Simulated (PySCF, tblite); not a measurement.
Isomers of C2H13NSi4, one GFN2-xTB conformer each. Single-point energies are computed at PBE0/pcSseg-1 (PySCF, gas phase, no added dispersion term), electronic only.

Problem. Rank them by PBE0/pcSseg-1 energy, lowest first (kJ/mol).
A. `[SiH3:1][NH:2][SiH:3]1[SiH2:4][CH2:5][CH2:6][SiH2:7]1` with Si1–N2–Si3–Si4 62°, N2–Si3–Si4–C5 -132°, Si3–Si4–C5–C6 40°, Si4–C5–C6–Si7 -56°, C5–C6–Si7–Si3 39°
B. `[CH3:1][SiH2:2][Si@H:3]1[NH:4][SiH2:5][CH2:6][SiH2:7]1` with C1–Si2–Si3–N4 -175°, Si2–Si3–N4–Si5 119°, Si3–N4–Si5–C6 16°, N4–Si5–C6–Si7 -19°, Si5–C6–Si7–Si3 15°
C. `[CH2:1]=[N:2][SiH2:3][Si:4]([CH3:5])([SiH3:6])[SiH3:7]` with C1–N2–Si3–Si4 -109°, N2–Si3–Si4–C5 -176°
D. `[CH3:1][NH:2][Si@@H:3]1[CH2:4][SiH2:5][SiH2:6][SiH2:7]1` with C1–N2–Si3–C4 175°, N2–Si3–C4–Si5 -166°, Si3–C4–Si5–Si6 40°, C4–Si5–Si6–Si7 -21°, Si5–Si6–Si7–Si3 1°

Solution. B (0.0), A (77.4), D (96.8), C (217.6).

As drawn, the lowest has an N–H bond, which the highest lacks; the highest has a C=N bond, which the lowest lacks. GFN2-xTB itself gives, in the same order: 7.1, 0.0, 126.2, 185.3. GFN2-xTB puts [SiH3]N[SiH]1[SiH2]CC[SiH2]1 lowest instead; measured from each level's own lowest isomer, the values differ by up to 77.4 kJ/mol ([SiH3]N[SiH]1[SiH2]CC[SiH2]1: 0.0 against 77.4).

Problem. Which frontier levels, dipoles and rotational constants go with these structures?

Solution. 
| SMILES | HOMO (eV, PBE0/pcSseg-1) | LUMO (eV) | dipole (D) | A, B, C (MHz) |
| --- | --- | --- | --- | --- |
| C[SiH2][Si@H]1N[SiH2]C[SiH2]1 | -6.86 | -0.61 | 0.30 | 2084, 698.8, 575.2 |
| [SiH3]N[SiH]1[SiH2]CC[SiH2]1 | -6.62 | -0.99 | 0.58 | 1582, 838.1, 711.7 |
| CN[Si@@H]1C[SiH2][SiH2][SiH2]1 | -6.45 | -0.96 | 1.59 | 1922, 775.7, 585.9 |
| C=N[SiH2][Si](C)([SiH3])[SiH3] | -7.00 | -0.90 | 1.29 | 1159, 806.6, 713.0 |

Problem. What happens when harmonic zero-point energies from GFN2-xTB frequencies are added?

Solution. 
```csv
SMILES,ZPE (kJ/mol),electronic (kJ/mol),with ZPE (kJ/mol)
C[SiH2][Si@H]1N[SiH2]C[SiH2]1,358.6,0.0,0.0
[SiH3]N[SiH]1[SiH2]CC[SiH2]1,355.2,77.4,74.0
CN[Si@@H]1C[SiH2][SiH2][SiH2]1,361.1,96.8,99.3
C=N[SiH2][Si](C)([SiH3])[SiH3],342.0,217.6,201.0
```

The zero-point energies span 19.1 kJ/mol. The order is unchanged.

Problem. As an exercise, what shares would exp(−E/RT) give at 2000 K from these electronic energies alone (no entropy, no degeneracies)?

Solution. RT = 16.629 kJ/mol: C[SiH2][Si@H]1N[SiH2]C[SiH2]1 98.8 %, [SiH3]N[SiH]1[SiH2]CC[SiH2]1 0.9 %, CN[Si@@H]1C[SiH2][SiH2][SiH2]1 0.3 %, C=N[SiH2][Si](C)([SiH3])[SiH3] under 0.1 %.
